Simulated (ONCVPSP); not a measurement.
# PBE ONCV dataset for vanadium (V), scalar-relativistic all-electron reference.

* Element: V
* Generator: ONCVPSP 4.0.1
* Type: optimised norm-conserving Vanderbilt (ONCV)
* Functional: PBE
* Relativity: scalar-relativistic
* Frozen core: [Ne]
* Valence charge: 13
* Reference configuration: 3s2 3p6 3d3 4s1 (charge +1)
* Partial waves: 3s+4s: rc 1.85 bohr, ncon 4, nbas 9, qcut 7.1 1/bohr, 2 projectors; 3p: rc 1.00 bohr, ncon 4, nbas 7, qcut 9 1/bohr, 2 projectors, debl 3 Ha; 3d: rc 1.20 bohr, ncon 4, nbas 9, qcut 13.9 1/bohr, 2 projectors, debl 0.6 Ha
* Local potential: polynomial inside 0.70 bohr (lpopt 3, dvloc0 3 Ha)
* Core correction: Teter function fitted to the true core (icmod 2), fcfact 0.65

All-electron outer shells of the reference configuration (PBE, scalar-relativistic, ld1.x):

| shell | level (eV) | outermost node (bohr) | outermost maximum (bohr) |
| --- | --- | --- | --- |
| 2p | -510.70 | – | 0.21 |
| 3s | -77.83 | 0.38 | 0.82 |
| 3p | -51.65 | 0.35 | 0.84 |
| 3d | -12.63 | – | 0.90 |
| 4s | -10.90 | 1.17 | 2.59 |

What the tests gave:

| Quantity | Value |
| --- | --- |
| Cutoffs needed | 64 Ha and 116 Ha (the cutoffs (Ha) at which the residual kinetic energy of the hardest occupied pseudo-wave falls to 1 and 0.1 mHa per electron) |
| Ghost test | no bound ghost flagged; no localised positive-energy state flagged |
| Largest excitation error | -272 meV (all-electron minus pseudo) for 3s1 3p6 3d3 4s2, out of 4 test configurations |
| rms error of d²Exc/dni dnj | 2.71 mHa without and 1.46 mHa with the model core |

Generation and tests took about 4.2 s on one core of a shared server CPU.
